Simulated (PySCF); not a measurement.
Energy of Ge⁺ (germanium, charge +1) between two integer charges

The 4p alpha orbital of [Ar] 3d10 4s2 4p1 is emptied in steps (occupation f), with all orbitals relaxed, ending at [Ar] 3d10 4s2. Computed with PySCF 2.14 in x2c-TZVPall, with the spin-free X2C one-electron Hamiltonian (Gaussian nucleus). The exact energy is a straight line in f; departures are measured from the line between the end points of the same method.

| f | UHF (eV) | LDA (eV) | PBE (eV) | PBE0 (eV) | r2SCAN (eV) | LC-wPBE (eV) | BHandHLYP (eV) | wB97X (eV) | B3LYP (eV) | M06-2X (eV) |
| --- | --- | --- | --- | --- | --- | --- | --- | --- | --- | --- |
| 1 | 0.000 | 0.000 | 0.000 | 0.000 | 0.000 | 0.000 | 0.000 | 0.000 | 0.000 | 0.000 |
| 0.8 | 0.051 | -0.668 | -0.648 | -0.473 | -0.615 | -0.059 | -0.319 | -0.113 | -0.527 | -0.306 |
| 0.6 | 0.075 | -1.006 | -0.972 | -0.707 | -0.915 | -0.084 | -0.477 | -0.172 | -0.791 | -0.450 |
| 0.4 | 0.075 | -1.008 | -0.970 | -0.702 | -0.902 | -0.078 | -0.476 | -0.175 | -0.791 | -0.430 |
| 0.2 | 0.049 | -0.671 | -0.643 | -0.464 | -0.586 | -0.047 | -0.317 | -0.120 | -0.526 | -0.266 |
| 0 | 0.000 | 0.000 | 0.000 | 0.000 | 0.000 | 0.000 | 0.000 | 0.000 | 0.000 | 0.000 |

```json
{"method": "UHF", "E(f=0) − E(f=1) (eV)": "15.199", "−ε at f=1 (eV)": "15.521", "−ε at f=0.4 (eV)": "15.133"}
{"method": "LDA", "E(f=0) − E(f=1) (eV)": "15.850", "−ε at f=1 (eV)": "11.693", "−ε at f=0.4 (eV)": "16.686"}
{"method": "PBE", "E(f=0) − E(f=1) (eV)": "15.739", "−ε at f=1 (eV)": "11.693", "−ε at f=0.4 (eV)": "16.565"}
{"method": "PBE0", "E(f=0) − E(f=1) (eV)": "15.762", "−ε at f=1 (eV)": "12.799", "−ε at f=0.4 (eV)": "16.374"}
{"method": "r2SCAN", "E(f=0) − E(f=1) (eV)": "15.920", "−ε at f=1 (eV)": "12.059", "−ε at f=0.4 (eV)": "16.755"}
{"method": "LC-wPBE", "E(f=0) − E(f=1) (eV)": "15.906", "−ε at f=1 (eV)": "15.519", "−ε at f=0.4 (eV)": "16.003"}
{"method": "BHandHLYP", "E(f=0) − E(f=1) (eV)": "15.686", "−ε at f=1 (eV)": "13.694", "−ε at f=0.4 (eV)": "16.088"}
{"method": "wB97X", "E(f=0) − E(f=1) (eV)": "15.621", "−ε at f=1 (eV)": "14.924", "−ε at f=0.4 (eV)": "15.746"}
{"method": "B3LYP", "E(f=0) − E(f=1) (eV)": "15.808", "−ε at f=1 (eV)": "12.519", "−ε at f=0.4 (eV)": "16.473"}
{"method": "M06-2X", "E(f=0) − E(f=1) (eV)": "15.605", "−ε at f=1 (eV)": "13.674", "−ε at f=0.4 (eV)": "16.097"}
```

Orbital energy along the path (eV):

```tsv
f	UHF	LDA	PBE	PBE0	r2SCAN	LC-wPBE	BHandHLYP	wB97X	B3LYP	M06-2X
1	-15.521	-11.693	-11.693	-12.799	-12.059	-15.519	-13.694	-14.924	-12.519	-13.674
0.8	-15.387	-13.331	-13.306	-13.996	-13.632	-15.697	-14.493	-15.192	-13.828	-14.478
0.6	-15.258	-14.999	-14.935	-15.191	-15.206	-15.861	-15.292	-15.463	-15.149	-15.296
0.4	-15.133	-16.686	-16.565	-16.374	-16.755	-16.003	-16.088	-15.746	-16.473	-16.097
0.2	-15.012	-18.374	-18.171	-17.526	-18.221	-16.110	-16.878	-16.054	-17.789	-16.698
0	-14.895	-20.030	-19.729	-18.625	-19.408	-16.158	-17.661	-16.388	-19.078	-17.293
```

Reference removal energy between the ground levels: 15.935 eV (measured; NIST Atomic Spectra Database, ionization energies). The calculation has no spin-orbit coupling. UHF lacks correlation.
